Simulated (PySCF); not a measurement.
# Field gradients at the hydrogen positions

Compound: C₃H₁₅NOSi₃.
Cartesian coordinates in Å at the GFN2-xTB level; atoms count from 1:
```xyz
23
C3H15NOSi3 angstrom
C     -2.916    1.523    0.277
Si    -1.023    1.344    0.333
Si    -0.323   -0.754   -0.334
C     -1.351   -2.184    0.418
O     -0.589   -0.695   -1.953
C      1.512   -1.169   -0.005
Si     2.767    0.140   -0.559
N      2.747    1.354    0.663
H     -3.238    2.508    0.601
H     -3.402    0.793    0.919
H     -3.289    1.369   -0.732
H     -0.460    2.450   -0.463
H     -0.612    1.647    1.722
H     -2.401   -2.093    0.152
H     -1.290   -2.188    1.502
H     -1.011   -3.157    0.071
H     -0.352   -1.418   -2.529
H      1.755   -2.106   -0.510
H      1.659   -1.358    1.057
H      2.447    0.590   -1.926
H      4.142   -0.375   -0.560
H      3.366    2.142    0.562
H      1.858    1.665    1.021
```

Level: PBE0/pcSseg-1 (PySCF, non-relativistic); Q(2H) = 0.00286 b; rigid geometry, the same for H and D, with no vibrational averaging.

Question: Rank these positions by the coupling χzz of a deuteron there, largest first.
A. H9 (methyl hydrogen)
B. H12 (Si–H hydrogen)
C. H23 (N–H hydrogen)
D. H17 (hydroxyl hydrogen)

Answer: D (345 kHz), C (288 kHz), A (218 kHz), B (106 kHz).

Question: What are Vzz, η and χzz (234.96 MHz × Q × Vzz) at all hydrogens?

Answer: 
```json
{"atom": "H9", "bonded to": "C1", "bond length (Å)": "1.086", "Vzz (au)": "0.3250", "η": "0.01", "χzz (kHz)": "218"}
{"atom": "H10", "bonded to": "C1", "bond length (Å)": "1.087", "Vzz (au)": "0.3238", "η": "0.01", "χzz (kHz)": "218"}
{"atom": "H11", "bonded to": "C1", "bond length (Å)": "1.086", "Vzz (au)": "0.3231", "η": "0.01", "χzz (kHz)": "217"}
{"atom": "H12", "bonded to": "Si2", "bond length (Å)": "1.475", "Vzz (au)": "0.1573", "η": "0.03", "χzz (kHz)": "106"}
{"atom": "H13", "bonded to": "Si2", "bond length (Å)": "1.480", "Vzz (au)": "0.1536", "η": "0.03", "χzz (kHz)": "103"}
{"atom": "H14", "bonded to": "C4", "bond length (Å)": "1.087", "Vzz (au)": "0.3250", "η": "0.02", "χzz (kHz)": "218"}
{"atom": "H15", "bonded to": "C4", "bond length (Å)": "1.085", "Vzz (au)": "0.3273", "η": "0.01", "χzz (kHz)": "220"}
{"atom": "H16", "bonded to": "C4", "bond length (Å)": "1.088", "Vzz (au)": "0.3245", "η": "0.01", "χzz (kHz)": "218"}
{"atom": "H17", "bonded to": "O5", "bond length (Å)": "0.954", "Vzz (au)": "0.5134", "η": "0.06", "χzz (kHz)": "345"}
{"atom": "H18", "bonded to": "C6", "bond length (Å)": "1.091", "Vzz (au)": "0.3221", "η": "0.01", "χzz (kHz)": "216"}
{"atom": "H19", "bonded to": "C6", "bond length (Å)": "1.089", "Vzz (au)": "0.3240", "η": "0.02", "χzz (kHz)": "218"}
{"atom": "H20", "bonded to": "Si7", "bond length (Å)": "1.474", "Vzz (au)": "0.1526", "η": "0.02", "χzz (kHz)": "103"}
{"atom": "H21", "bonded to": "Si7", "bond length (Å)": "1.469", "Vzz (au)": "0.1577", "η": "0.03", "χzz (kHz)": "106"}
{"atom": "H22", "bonded to": "N8", "bond length (Å)": "1.007", "Vzz (au)": "0.4312", "η": "0.16", "χzz (kHz)": "290"}
{"atom": "H23", "bonded to": "N8", "bond length (Å)": "1.007", "Vzz (au)": "0.4280", "η": "0.17", "χzz (kHz)": "288"}
```

Question: Average by the element that carries the hydrogen.

Answer: on C: 218 kHz over 8 positions, mean bond length 1.087 Å; on Si: 104 kHz over 4 positions, mean bond length 1.474 Å; on O: 345 kHz over 1 position, mean bond length 0.954 Å; on N: 289 kHz over 2 positions, mean bond length 1.007 Å.

Question: Give the 2H NMR doublet splittings at H10 for a magnetic field along the z, y and x axes of the gradient: 3χ/2, 3χ(1 + η)/4, 3χ(1 − η)/4.

Answer: With |χ| = 217.6 kHz and η = 0.010: 326, 165 and 162 kHz, to first order and without motion.

The structure is a single GFN2-xTB conformer in the gas phase; no vibrational or solvent corrections. GFN2-xTB bond lengths can be off by several hundredths of an ångström, more for odd bonds, and the gradients follow them. These gradients aren't converged with respect to the basis.

The run behind these numbers computed NMR shieldings as well. Time: 53 s; peak memory 1.1 GiB. Hardware: one thread, Arm Neoverse V1 (aarch64), no GPU, shared host with 32 logical CPUs at a one-minute load of 17.
